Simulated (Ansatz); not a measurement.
Match the barriers

Saddle point of Si$_{3}$H$_{10}$O, closed shell (Si₂H₆ ([SiH3][SiH3]) + SiH₄O ([OH][SiH3]) → Si₃H₈O ([SiH3][O][SiH2][SiH3]) + H₂; bonds formed: Si1–O7, H2–H6; bonds broken: Si1–H2, H6–O7), PBE0-D4/def2-TZVP structure:

| atom | x (Å) | y (Å) | z (Å) |
| --- | --- | --- | --- |
| Si1 | -0.9597 | 0.1081 | 0.3396 |
| H2 | -0.5958 | -1.5253 | 0.8256 |
| H3 | -0.8806 | 1.3638 | -0.5090 |
| H4 | -2.4192 | -0.1643 | 0.3858 |
| Si5 | -0.0051 | 0.7760 | 2.3653 |
| H6 | -0.0798 | -1.5426 | -0.2660 |
| O7 | -0.0381 | -0.7561 | -1.0182 |
| Si8 | 0.8764 | -0.3191 | -2.3660 |
| H9 | -0.2516 | 2.2082 | 2.6944 |
| H10 | 1.4705 | 0.5814 | 2.2623 |
| H11 | -0.5018 | -0.0759 | 3.4802 |
| H12 | -0.0402 | 0.1204 | -3.4408 |
| H13 | 1.6136 | -1.5396 | -2.7631 |
| H14 | 1.8113 | 0.7650 | -1.9901 |

Program: Ansatz 0.2.0. Basis: def2-TZVPP, with def2-QZVPP for the basis limit. Cores are frozen in the correlated methods. Extrapolation: Hartree–Fock as exp(−7.88 √X), correlation as X^−2.97. Four methods, as single points on the PBE0-D4 structures, gave these electronic barriers from the start structure: 133.7, 143.0, 158.5, 217.0 kJ/mol.

Question: The methods were, in alphabetical order, HF, MP2, PBE-D4, r2SCAN-D4. Which gave which? (A judgement: the text doesn't fix the answer.)

Answer: Computed: PBE-D4 133.7; r2SCAN-D4 143.0; MP2 158.5; HF 217.0 kJ/mol. For comparison, CCSD(T) at an estimated basis limit (MP2 extrapolated from triple and quadruple zeta, plus CCSD(T) − MP2 in triple zeta) gives 162.9 kJ/mol.

No T1 diagnostic of these runs exceeds 0.014.

Labels in which every atom is bracketed show which atoms are joined, not bond orders.

For scale, one of the runs: CCSD(T)/def2-TZVPP, 297 basis functions, launched by `ansatz run in.yaml --threads 8 --pin off --events-out ev --progress --plain --max-ram 19148MiB`. Time: 2.2 min of wall clock on 8 CPU threads of an Arm Neoverse V1; the host was shared. Peak host memory: 9 GiB.
